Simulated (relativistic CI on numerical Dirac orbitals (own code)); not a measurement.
## Co³⁺ in a cubic cluster: 2p photoemission with charge transfer

Computed with a charge-transfer multiplet model of a cubic metal-ligand cluster with up to 2 ligand holes, Slater and spin-orbit integrals from Dirac-Coulomb-Breit ions, Slater integrals scaled by 0.7. The ground state mixes d6 with configurations of k ligand holes L, whose averages lie at kΔ + k(k − 1)U_dd/2; a core hole lowers each added d electron by U_cd. 300 K, Lorentzian 0.6 eV and Gaussian 0.8 eV FWHM.

Atomic integrals in eV (Slater integrals scaled, ζ unscaled), ground: F2dd 8.824, F4dd 5.512, zeta_d 0.071; with the core hole: F2dd 10.024, F4dd 6.297, zeta_d 0.102, zeta_core 9.658, F2cd 6.005, G1cd 4.623, G3cd 2.630.

Cluster parameters (eV): Δ = 0.3, U_dd = 6.3, 10Dq = 1.65, 10Dq(ligand) = 0.6, V(eg) = 1.6, V(t2g) = -0.87, final-state hopping factor = 0.9.

```csv
Case,n_d,d6,d7L,d8L2,S
U_cd = 5.9 eV,6.64,0.42,0.51,0.06,0.04
U_cd = 7.7 eV,6.64,0.42,0.51,0.06,0.04
U_cd = 8.9 eV,6.64,0.42,0.51,0.06,0.04
```

Weights, n_d and S are thermal averages at 300 K. Binding energies count from the first peak over 30 % of the highest in each spectrum, which can be another peak from case to case. The parameters are a model scan and need not match a compound or its usual spin state. Peaks in eV (height, largest 100):
- U_cd = 5.9 eV: 0.0 (100), 2.6 (20), 4.5 (16), 8.2 (15), 10.8 (8), 15.1 (46), 19.8 (6), 22.8 (8)
- U_cd = 7.7 eV: 0.0 (100), 3.7 (23), 8.0 (22), 12.6 (20), 15.1 (51), 19.0 (9), 22.7 (13), 27.6 (8)
- U_cd = 8.9 eV: 0.0 (100), 3.8 (28), 8.2 (31), 15.0 (61), 18.7 (14), 22.8 (20), 29.2 (12)

Curve for U_cd = 7.7 eV (points under 2 left out, the grid thinned):

```tsv
E (eV)	Intensity
-3.0	2.1
-2.3	3.5
-1.5	8.5
-0.8	34.5
0.0	100.0
0.7	40.3
1.5	19.4
2.2	20.0
2.9	21.5
3.7	22.8
4.4	21.3
5.2	15.0
5.9	14.3
6.7	15.2
7.4	18.1
8.1	22.1
8.9	13.8
9.6	9.9
10.4	7.0
11.1	6.3
11.9	11.6
12.6	19.6
13.4	11.9
14.1	14.0
14.8	41.8
15.6	36.9
16.3	22.2
17.1	14.6
17.8	9.2
18.6	8.6
19.3	8.5
20.0	5.8
20.8	6.5
21.5	8.2
22.3	12.4
23.0	12.6
23.8	7.2
24.5	3.5
25.2	2.1
26.8	4.1
27.5	7.9
28.3	6.7
29.0	4.2
29.8	2.8
30.5	2.1
```

For the case U_cd = 7.7 eV, Δ = 0.3 eV is smaller than U_dd = 6.3 eV, the charge-transfer side of the Zaanen-Sawatzky-Allen scheme. With the core hole the configuration with one ligand hole lies at Δ − U_cd = -5.6, -7.4, -8.6 eV from the one without, in the order of the table; where this is negative the screened configuration lies lower.

With at most 2 ligand holes the space is cut while the next configuration still counts, so covalency is underestimated, and a final configuration with one more ligand hole, which can lie low, is missing from the spectra.
